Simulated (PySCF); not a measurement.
C4H10O2SSi2.
SMILES with atom numbers: `[CH3:1][S:2][Si@@H:3]1[CH2:4][CH2:5][Si@H:6]([CH:7]=[O:8])[O:9]1`

Definitions: NICS(0) = −σiso at the ring centroid; NICS(1) = −σiso and NICS(1)zz = −σzz at ±1 Å along the ring normal z. Level: GIAO PBE0/pcSseg-1 (PySCF, non-relativistic, gas phase) on the GFN2-xTB geometry, one conformer.

Ring bond lengths (Å), with Mayer bond orders in brackets: Si3–C4 1.899 (0.91), C4–C5 1.537 (1.01), C5–Si6 1.909 (0.91), Si6–O9 1.642 (0.91), O9–Si3 1.641 (0.92).

Question: Give the NICS values of each ring in ppm.

Answer: 
| ring | type | NICS(0) | NICS(1), two faces | NICS(1)zz, two faces | rms pucker (Å) | centre to ring atoms, mean (Å) |
| --- | --- | --- | --- | --- | --- | --- |
| Si3–C4–C5–Si6–O9 | 5-membered ring with O and 2 Si; formal bonds all single | -5.0 | -2.9 / -2.7 | -3.4 / -1.7 | 0.14 | 1.46 |

Question: What do they say, and how far can they be read as aromaticity?

Answer: 
- Si3–C4–C5–Si6–O9: mean NICS(1)zz -2.5 ppm, near zero. Si3, C4, C5, Si6 have four or more neighbours; no verdict on aromaticity is drawn.

Question: What field does 1 T along the ring normal induce along that normal at the second NICS(1) probe listed for ring Si3–C4–C5–Si6–O9, 1 Å off the ring?

Answer: NICSzz × B0 = -1.7 ppm × 1 T = -2 μT, against the applied field.

Question: List the ring angles and the Hirshfeld charges of the ring atoms.

Answer: 
- Si3–C4–C5–Si6–O9: Si3 99.7° (+0.383 e), C4 107.7° (-0.159 e), C5 107.1° (-0.158 e), Si6 98.8° (+0.425 e), O9 118.6° (-0.314 e); sum 532.0° against 540° for a flat convex ring.
